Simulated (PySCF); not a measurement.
Electron correlation in Cr (chromium, neutral)

[Ar] 3d4 4s2, high-spin 5D determinant (an excited configuration). All numbers are calculated (PySCF 2.14, no relativity, point nucleus, in dyall-av2z (16s12p7d2f, 101 functions)). Frozen: [Ar]; 6 electrons correlated; the 25 highest virtual orbitals of each spin left out.

MP2 pair energies summed by pair of shells (mhartree):

| pair | energy | share (%) |
| --- | --- | --- |
| 3d-3d | -37.82 | 47.2 |
| 4s-4s | -21.20 | 26.4 |
| 3d-4s | -21.15 | 26.4 |

Total MP2 correlation energy: -80.17 mhartree.

Same-spin part -47.04 and opposite-spin part -33.14 mhartree; SCS-MP2 scales them by 1/3 and 6/5 to -55.44 mhartree.
